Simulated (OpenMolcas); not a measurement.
A run on Re3+ among 5 point charges of -2 e arranged as a trigonal bipyramid (D3h), 1.92 Å from the ion, with the axial distance 2.093 Å.
```
   1.9200    0.0000    0.0000  -2.00
  -0.9600    1.6628    0.0000  -2.00
  -0.9600   -1.6628    0.0000  -2.00
   0.0000    0.0000    2.0928  -2.00
   0.0000    0.0000   -2.0928  -2.00
```

| Item | Value |
| --- | --- |
| Program | OpenMolcas |
| Method | CASSCF |
| Basis | ANO-RCC-VDZP [7s6p4d2f1g] |
| Scalar Hamiltonian | DKH2, point nucleus |
| Active space | 4 electrons in 5 orbitals (5d) |
| State averaging | 2S+1 = 5 even, 5 roots; 2S+1 = 3 even, 45 roots; 2S+1 = 1 even, 50 roots |
| Spin-orbit coupling | state interaction with AMFI integrals over the reference wave functions |

68 basis functions. Blocks (2S+1, parity, CSFs, roots kept): 5, even, 5, 5; 3, even, 45, 45; 1, even, 50, 50.

How long do the RASSCF and RASSI steps take on 1 thread of Arm Neoverse V1 (shared host)?

About 31 s of wall time, without the integral step.
